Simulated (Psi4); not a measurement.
Intermolecular potential of H2 ··· H2 (SMILES [H][H] and [H][H]), singlet. Monomers: optimised at B3LYP-D3(BJ) (def2-TZVP), held rigid. Orientation: lowest of the rigid-body minima from ten starts at GFN2-xTB. R is the distance of the centres of mass, along which the second monomer moves.

Method: SAPT0/jun-cc-pVDZ, frozen core (Psi4 1.11).

Components in kJ/mol:

| R / Å | electrostatics | exchange | induction | dispersion | total |
|---|---|---|---|---|---|
| 2.62 | -2.39 | 8.42 | -0.99 | -1.39 | 3.65 |
| 2.84 | -1.21 | 3.98 | -0.43 | -0.80 | 1.55 |
| 3.07 | -0.62 | 1.79 | -0.18 | -0.46 | 0.53 |
| 3.26 | -0.37 | 0.92 | -0.09 | -0.30 | 0.16 |
| 3.42 | -0.25 | 0.52 | -0.05 | -0.21 | 0.01 |
| 3.69 | -0.14 | 0.20 | -0.02 | -0.12 | -0.08 |
| 3.98 | -0.08 | 0.07 | -0.01 | -0.07 | -0.08 |
| 4.24 | -0.05 | 0.03 | 0.00 | -0.04 | -0.07 |
| 4.73 | -0.03 | 0.00 | 0.00 | -0.02 | -0.05 |
| 5.46 | -0.01 | 0.00 | 0.00 | -0.01 | -0.02 |
| 6.46 | -0.01 | 0.00 | 0.00 | 0.00 | -0.01 |
| 7.78 | 0.00 | 0.00 | 0.00 | 0.00 | 0.00 |
